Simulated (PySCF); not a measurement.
Compound: C5H6S2.
Atom-mapped SMILES: `[CH3:1][S:2][c:3]1[cH:4][cH:5][cH:6][s:7]1`

Geometry (GFN2-xTB, Å), atoms numbered from 1 in this order:
```
atom  x, y, z in Å
C1     2.597   -0.143    0.575
S2     1.709   -0.261   -1.003
C3     0.054   -0.061   -0.472
C4    -1.044   -0.071   -1.281
C5    -2.246    0.115   -0.566
C6    -2.051    0.263    0.768
S7    -0.384    0.181    1.192
H8     2.268   -0.938    1.238
H9     2.414    0.829    1.024
H10    3.651   -0.258    0.342
H11   -0.984   -0.207   -2.345
H12   -3.215    0.136   -1.031
H13   -2.775    0.416    1.543
```

Probes without a nucleus sit at each ring's centroid and 1 Å off its mean plane on both sides; NICS is minus the shielding there, NICSzz its component along the normal. Level: GIAO PBE0/pcSseg-1 (PySCF, non-relativistic, gas phase) on the GFN2-xTB geometry, one conformer.

Ring bond lengths (Å), with Mayer bond orders in brackets: C3–C4 1.364 (1.51), C4–C5 1.411 (1.28), C5–C6 1.356 (1.60), C6–S7 1.722 (1.14), S7–C3 1.737 (1.11).

Question: What do the NICS probes read (ppm)?

Answer: 
```
          ring                                               type  NICS(0)  NICS(1), two faces  NICS(1)zz, two faces  rms pucker (Å)  centre to ring atoms, mean (Å)
C3–C4–C5–C6–S7  5-membered ring with S; formal bonds all aromatic    -12.3       -10.8 / -10.8         -25.1 / -25.1            0.00                            1.29
```

Question: What do they say, and how far can they be read as aromaticity?

Answer: 
- C3–C4–C5–C6–S7: mean NICS(1)zz -25.1 ppm, shielded. For a flat ring without four-coordinate atoms the NICS criterion counts such a value as aromatic.

Question: How equal are the bonds by HOMA? Use HOMA with the parameters of Krygowski (1993).

Answer: 
- C3–C4–C5–C6–S7: HOMA 0.78; the largest term is that of S7–C3, α(R − Ropt)² = 0.34. The geometric and the magnetic index point the same way.

Question: At the second NICS(1) probe listed for ring C3–C4–C5–C6–S7, 1 Å off the ring, what do the in-plane components average?

Answer: The isotropic value is a third of the trace: (3 × -10.8 − (-25.1))/2 = -3.7 ppm.
